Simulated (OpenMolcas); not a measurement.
Fe3+ with 2 ligands (hydroxide) in linear coordination (C2h) at 1.68 Å. Ligand basis ANO-RCC-VDZP.

| Property | Result |
| --- | --- |
| Program | OpenMolcas 26.06 |
| Method | CASSCF |
| Basis | ANO-RCC-VDZP [5s4p2d1f] |
| Scalar Hamiltonian | DKH2, point nucleus |
| Active space | 5 electrons in 5 orbitals (3d) |
| State averaging | 2S+1 = 6 even, 1 root; 2S+1 = 4 even, 24 roots; 2S+1 = 2 even, 75 roots |
| Spin-orbit coupling | RASSI with atomic mean-field integrals over the reference wave functions |

(1) What is the spin-free ground state?

(2) What are the lowest two levels with spin-orbit coupling?

(3) What is χT at 300 K, and how does it compare with the textbook value?

## Answers

(1) A state of multiplicity 6, 1-fold in its orbital part, 100 % from free-ion S terms; it has the highest spin that d5 allows.

(2) A 2-fold level with g = 0.16, 0.18, 9.95, then a 2-fold level 0.6 cm-1 above it. Their leading multiplicities are 6 (100 %) and 6 (100 %).

(3) The lowest level has 2S+1 = 6, for which the spin-only value is χT = S(S+1) / 2 = 4.375 cm3 K/mol (g = 2). The computed 4.385 at 300 K differs by +0.010, little more than the free-electron g of 2.0023 accounts for.

Without dynamic correlation the repulsion within the d shell is too large (B by tens of per cent), so at a given field states of lower spin stand too high. The least metal-like active orbital is 79 % on the metal (Löwdin) and no ligand orbital is active, so the numbers are rough. Ligand-to-metal charge-transfer states are missing. With no ligand orbital active B as a rule stays too high, so bands that hang on it stand too high and its fall with covalency is understated. The distance lies 2 % under the 1.72 Å that this model takes as the normal distance (a Shannon-type radius plus a fixed donor radius); by an R⁻⁵ law this alone changes a d-shell field by about +12 %. No measured value stands beside these numbers; the geometry is a model, was not optimised and need not be the one that this ion takes.
